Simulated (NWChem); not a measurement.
Molecule: CH$_{4}$BeOS; SMILES C[S][Be][OH]

```xyz
8

Be     0.1712    -1.0966    -0.1324
O     -0.2408    -2.4536    -0.1966
H     -0.3364    -3.0686     0.5362
S      0.7630     0.7185    -0.0716
C     -0.8444     1.6419     0.0194
H     -1.4549     1.4684    -0.8691
H     -0.5917     2.7032     0.0686
H     -1.4090     1.3750     0.9152
```
Atoms are numbered in this order, from 1.

Results from NWChem. Pople sets run with spherical d functions. Geometry: optimised at B3LYP/6-31G* (spherical d). GIAO values for the isolated, static molecule; σ is the absolute isotropic shielding, δ = σ(reference) − σ with the isolated reference molecule computed at the same levels (13C: tetramethylsilane, 1H: tetramethylsilane, 17O: water).

```json
[
 {"level": "KT2/pcSseg-1", "σ Be1 (ppm)": "97.9", "δ O2 (ppm)": "54.9", "δ H3 (ppm)": "2.54", "σ S4 (ppm)": "717.7", "δ C5 (ppm)": "11.2", "δ H6 (rotor mean) (ppm)": "1.96"},
 {"level": "B3LYP/6-31G*", "σ Be1 (ppm)": "102.6", "δ O2 (ppm)": "38.0", "δ H3 (ppm)": "2.35", "σ S4 (ppm)": "741.1", "δ C5 (ppm)": "10.4", "δ H6 (rotor mean) (ppm)": "1.81"},
 {"level": "PBE0/pcSseg-1", "σ Be1 (ppm)": "97.7", "δ O2 (ppm)": "51.2", "δ H3 (ppm)": "2.52", "σ S4 (ppm)": "727.0", "δ C5 (ppm)": "10.8", "δ H6 (rotor mean) (ppm)": "1.93"},
 {"level": "BHandHLYP/pcSseg-1", "σ Be1 (ppm)": "98.8", "δ O2 (ppm)": "45.1", "δ H3 (ppm)": "2.59", "σ S4 (ppm)": "732.7", "δ C5 (ppm)": "10.5", "δ H6 (rotor mean) (ppm)": "1.92"},
 {"level": "PBE/pcSseg-1", "σ Be1 (ppm)": "94.9", "δ O2 (ppm)": "59.9", "δ H3 (ppm)": "2.57", "σ S4 (ppm)": "698.2", "δ C5 (ppm)": "11.4", "δ H6 (rotor mean) (ppm)": "1.96"}
]
```
